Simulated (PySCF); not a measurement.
## From computed data to an observable: oscillator strength and radiative lifetime

BrH₄NSn, SMILES [NH2][SnH2][Br].

Geometry: B3LYP-D3(BJ)/def2-SVP. The structure was generated by enumeration; whether it is a known compound was not checked. The def2 effective core potentials stand for the cores of Sn; spin–orbit coupling is left out. The values are those of a single conformer.

TDA-PBE/def2-SVPD (PySCF) puts the first singlet state with f over 0.02 at 4.48 eV (vertical), with the transition dipole (-0.077, -0.451, 0.000) in atomic units.

**Question.** Find the oscillator strength, the wavelength and the radiative lifetime that this transition would have in vacuum if emission retraced absorption.

**Answer.** 
|μ|² = 0.2093 au, so |μ| = 1.16 D. ΔE = 4.48/27.211 = 0.1646 hartree. f = (2/3) ΔE |μ|² = 0.023 (the program prints 0.023).
λ = 1239.84/4.48 = 277 nm; ν = 36134 cm⁻¹.
Einstein's coefficient A = 0.6670 ν² f s⁻¹ (ν in cm⁻¹) = 2.0e7 s⁻¹, so τ = 1/A = 50 ns. This state is S1. The figure is the radiative limit of this one transition; relaxation, internal conversion, crossing to triplets and a medium change what is measured.
